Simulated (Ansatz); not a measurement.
Geometry optimisation, RKS B3LYP-D4/6-31G* (Ansatz).

The input (input.yaml):

```yaml
crystal:
  periodic: [false, false, false]
  atoms:
    - { symbol: Si, position_ang: [-0.279528, -0.205195, 0.189754] }
    - { symbol: "N", position_ang: [0.057469, -0.193652, 1.93497] }
    - { symbol: H, position_ang: [-0.47014, -0.898102, 2.442922] }
    - { symbol: H, position_ang: [0.082818, 0.666377, 2.467855] }
    - { symbol: O, position_ang: [1.072312, -0.081226, -0.770944] }
    - { symbol: H, position_ang: [1.824251, -0.615295, -0.477547] }
    - { symbol: O, position_ang: [-1.259971, 1.040396, -0.286326] }
    - { symbol: H, position_ang: [-1.07119, 1.389217, -1.170139] }
    - { symbol: H, position_ang: [-0.920175, -1.531132, -0.012274] }
    - { symbol: H, position_ang: [1.529223, 1.665952, 0.78584] }
    - { symbol: H, position_ang: [1.347332, 1.627161, 1.471089] }
basis:
  gaussian: { orbitals: "6-31G*" }
hamiltonian:
  xc: b3lyp
  dispersion: d4
relax:
  f_tol: 0.03
  max_steps: 50
output:
  orbitals: {}
```

Launched with:

```bash
$ ansatz run input.yaml --threads 1 --pin off --max-ram 2048MiB --backend cpu --events-out ev --progress --plain --runs-dir out
```

Where does it end, and by what steps?

The run converged. The force dipped under the threshold on the way, but the program's further checks kept it going. After 12 steps the energy has fallen by 0.352 eV; H11 moved furthest, 1.18 Å.

```tsv
step	energy less start (eV)	largest force component (eV/Å)	accepted
0	0.0000	1.165	yes
1	-0.1772	0.758	yes
2	-0.2409	0.949	yes
3	-0.3035	0.238	yes
4	-0.3327	0.256	yes
5	-0.3441	0.242	yes
6	-0.1952	1.814	no
7	-0.3495	0.080	yes
8	-0.3495	0.128	yes
9	-0.3512	0.014	yes
10	-0.3517	0.016	yes
11	-0.3518	0.069	yes
12	-0.3520	0.026	yes
```

```xyz
11
Properties=species:S:1:pos:R:3
Si -0.445 -0.366 0.173
N -0.201 -0.403 1.872
H -0.753 -1.045 2.429
H -0.014 0.452 2.383
O 0.973 0.028 -0.610
H 1.755 -0.423 -0.263
O -1.510 0.794 -0.345
H -1.202 1.312 -1.102
H -0.934 -1.723 -0.173
H 1.976 1.880 0.859
H 2.267 2.357 1.352
```

Run time: 52 s on 1 thread of Arm Neoverse V1 (shared host), peak memory 0.15 GiB.
